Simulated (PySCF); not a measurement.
Molecule: SMILES COc1ccco1, C5H6O2.

Atom-mapped SMILES (the numbers label the heavy atoms): `[CH3:1][O:2][c:3]1[cH:4][cH:5][cH:6][o:7]1`. Hydrogens are named by the atom that carries them.

Geometry PBE0-D3(BJ)/def2-SVP throughout; GIAO in PySCF, gas phase, one conformer, non-relativistic; equivalent atoms averaged; functional PBE0.

(1) How do the absolute shieldings σ depend on the basis set? (a selection of nuclei; ppm; last column core-seconds on shared hosts with different chips, so compare them loosely)

(2) Which nucleus among those listed moves most, in ppm?

(3) Taking the largest basis, IGLO-III (305 functions), as the yardstick, rank the others by their worst heavy-atom deviation.

Answers

(1) 
| basis set | functions | C3 | C6 | C5 | C4 | C1 | O7 | O2 | H(C5) | H(C1) | core-s |
| --- | --- | --- | --- | --- | --- | --- | --- | --- | --- | --- | --- |
| STO-3G | 41 | 110.6 | 121.8 | 133.9 | 154.5 | 185.6 | 179.6 | 319.6 | 27.10 | 29.79 | 3.4 |
| pcSseg-0 | 75 | 20.9 | 50.6 | 68.6 | 100.6 | 135.7 | 53.0 | 253.9 | 26.54 | 28.71 | 5.4 |
| 6-31G | 75 | 47.6 | 72.9 | 87.8 | 116.8 | 147.6 | 75.8 | 254.7 | 26.32 | 28.57 | 6.8 |
| 6-31G* | 110 | 47.0 | 72.4 | 85.9 | 116.9 | 142.7 | 89.5 | 262.7 | 25.90 | 28.21 | 11 |
| cc-pVDZ | 128 | 42.3 | 70.4 | 83.9 | 116.6 | 145.4 | 82.6 | 259.5 | 25.07 | 27.62 | 16 |
| def2-SVP | 128 | 40.6 | 68.6 | 82.1 | 114.7 | 142.8 | 82.6 | 263.3 | 25.17 | 27.76 | 17 |
| pcSseg-1 | 149 | 20.3 | 50.7 | 65.6 | 99.8 | 130.0 | 57.0 | 246.0 | 24.83 | 27.46 | 16 |
| aug-cc-pVDZ | 215 | 38.7 | 68.5 | 83.5 | 116.4 | 143.7 | 81.4 | 258.2 | 24.89 | 27.44 | 33 |
| 6-311+G(2d,p) | 225 | 24.1 | 54.9 | 69.9 | 104.0 | 133.5 | 59.6 | 245.4 | 25.04 | 27.68 | 31 |
| def2-TZVP | 253 | 22.6 | 54.2 | 68.7 | 103.7 | 132.5 | 58.0 | 246.3 | 24.97 | 27.69 | 44 |
| cc-pVTZ | 294 | 24.7 | 55.6 | 70.0 | 104.8 | 133.6 | 61.4 | 247.2 | 24.84 | 27.51 | 55 |
| IGLO-III | 305 | 16.5 | 47.7 | 63.1 | 98.5 | 128.7 | 53.0 | 243.8 | 24.92 | 27.53 | 58 |

(2) O7 (aromatic ring oxygen): from 53.0 ppm with pcSseg-0 to 179.6 ppm with STO-3G. The smallest spread is 2.27 ppm, at H(C5). Proton shifts span only some 12 ppm, so a few tenths of a ppm matter as much there as several ppm in carbon.

(3) pcSseg-1 3.9 ppm (149 functions), def2-TZVP 6.5 ppm (253 functions), 6-311+G(2d,p) 7.6 ppm (225 functions), cc-pVTZ 8.4 ppm (294 functions), pcSseg-0 10.1 ppm (75 functions), aug-cc-pVDZ 28.3 ppm (215 functions), cc-pVDZ 29.6 ppm (128 functions), def2-SVP 29.6 ppm (128 functions), 6-31G 31.1 ppm (75 functions), 6-31G* 36.5 ppm (110 functions), STO-3G 126.6 ppm (41 functions).

A small basis that lands close on one nucleus may do so by chance; judge by the trend and by all nuclei.
